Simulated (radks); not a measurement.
Q: The mean radii <r> (bohr) of the occupied orbitals of an atom or ion are listed with their occupations. Calculated with a radial shooting solver on a logarithmic mesh with Libxc functionals: non-relativistic Kohn-Sham, LDA (Slater exchange, VWN5 correlation), spin-polarised, spherical densities, point nucleus.

| orbital | occ. | <r> |
|---|---|---|
| 1s up | 1 | 0.02198 |
| 1s down | 1 | 0.02198 |
| 2s up | 1 | 0.09319 |
| 2s down | 1 | 0.09319 |
| 2p up | 3 | 0.07890 |
| 2p down | 3 | 0.07890 |
| 3s down | 1 | 0.2385 |
| 3s up | 1 | 0.2385 |
| 3p down | 3 | 0.2283 |
| 3p up | 3 | 0.2283 |
| 3d down | 5 | 0.2012 |
| 3d up | 5 | 0.2012 |
| 4s down | 1 | 0.5372 |
| 4s up | 1 | 0.5372 |
| 4p down | 3 | 0.5478 |
| 4p up | 3 | 0.5478 |
| 4d down | 5 | 0.5755 |
| 4d up | 5 | 0.5755 |
| 5s up | 1 | 1.366 |
| 5s down | 1 | 1.364 |
| 5p up | 3 | 1.583 |
| 5p down | 3 | 1.577 |
| 6s up | 1 | 4.722 |
| 4f up | 7 | 0.8527 |
| 4f down | 7 | 0.8376 |

Name the element and its charge. Open shells, if any, are filled with parallel spins first.

A: Z = 69, thulium, charge 0: Tm in [Xe] 4f14 6s1. The 1s radius gives Z: for a bare nucleus <r> = 1.5/Z, 0.02174 bohr for Z = 69, and screening makes it slightly larger (0.02198 here). The occupations add up to 69, and the charge is Z minus that.
